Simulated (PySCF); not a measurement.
Gas-phase reaction: Ge3H8 + 4 C3H7 (n-propyl) = 3 CH3GeH3 + 3 C3H6 (cyclic)

Method: PySCF energies plus ideal-gas RRHO corrections (1 bar). † marks an energy on the PBE0/def2-TZVP geometry and frequencies; other levels use their own. MP2 freezes the core. 6-31G* has spherical d functions here. Open shells (unrestricted): C3H7 (n-propyl) (multiplicity 2); the rest are closed-shell singlets. B3LYP is the form with VWN-RPA correlation. Ge: all electrons, no relativistic terms. MP2 isn't extrapolated to the basis-set limit.

HF/def2-TZVP† gives ΔH°(298 K) = -123 kJ.

**Question.** What do PBE0/def2-QZVP†, MP2/def2-TZVPP†, B3LYP/6-31G* give?

**Answer.** PBE0/def2-QZVP†: -316 kJ; MP2/def2-TZVPP†: -391 kJ; B3LYP/6-31G*: -287 kJ. For scale, ΔH°(298 K) is -123 kJ at this level, -353 kJ at ωB97M-V/def2-TZVP†, and runs from -399 to -94 kJ over the 18 levels computed.
